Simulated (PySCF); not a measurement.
# Zn (zinc, neutral) across methods

[Ar] 3d10 4s1 5s1, high-spin 3S determinant (an excited configuration). All numbers are calculated (PySCF 2.14, a scalar-relativistic core potential, in aug-cc-pVQZ-PP with ECP10MDF).

```csv
method,E (hartree),mean ε 3d β (eV),mean ε 4s α (eV),mean ε 5s α (eV),Σ⟨r²⟩ (bohr²),⟨S²⟩
TPSSh,-226.7958,-16.905,-10.953,-1.841,93.23,2.001
LDA,-226.4812,-16.072,-10.985,-1.777,90.65,2.001
PBE0,-226.8267,-18.631,-11.499,-2.046,92.77,2.001
r2SCAN,-226.7567,-16.003,-11.052,-1.736,92.53,2.002
UHF,-225.77113,-26.308,-13.354,-2.545,94.65,2.001
PBE,-226.8796,-15.811,-10.706,-1.793,92.23,2.001
MN15,-227.2779,-20.433,-11.708,-1.481,89.44,2.001
BHandHLYP,-226.7065,-21.437,-12.280,-2.087,92.88,2.000
```

Energies and moments cover only the electrons outside the core potential. The outer electron is Rydberg-like, and this basis confines it to a smaller radius and binds it less than a complete one would.
